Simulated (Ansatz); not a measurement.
C$_{2}$H$_{6}$BF, SMILES `CBCF`. The species carries charge 0 and has multiplicity 1.

Z-matrix (Å, degrees):
```
C
B 1 1.556
H 1 1.097 2 109.4
H 1 1.092 2 115.7 3 122.9
H 1 1.097 2 109.5 3 -114.0
C 2 1.557 1 120.1 3 -122.6
H 2 1.198 1 120.2 3 57.3
F 6 1.387 2 115.7 1 -180.0
H 6 1.101 2 109.7 1 -57.4
H 6 1.101 2 109.5 1 57.6
```

Task: List the harmonic frequencies (cm⁻¹, unscaled) at PBE0-D4/def2-TZVP in Ansatz. (Estimate.)

Result: The calculation gave: 81, 145, 223, 422, 479, 670, 744, 965, 1003, 1042, 1070, 1186, 1255, 1312, 1366, 1420, 1449, 1454, 2614, 2996, 3029, 3031, 3087, 3123.

Task: Is this a minimum?

Result: Yes, all 24 modes are real.

Task: Give the ideal-gas thermochemistry at 298.15 K and 1 bar (rigid rotor, harmonic oscillator; point group Cs, symmetry number 1).

Result: Zero-point energy 204.4 kJ/mol; H(298) − E = 221.9 kJ/mol; entropy 308.8 J/(mol·K), of which translation 159.9, rotation 101.7, vibration 47.1; G(298) − E = 129.9 kJ/mol. Modes under 100 cm⁻¹ are hindered rotations or soft bends, so the harmonic entropy is rough.
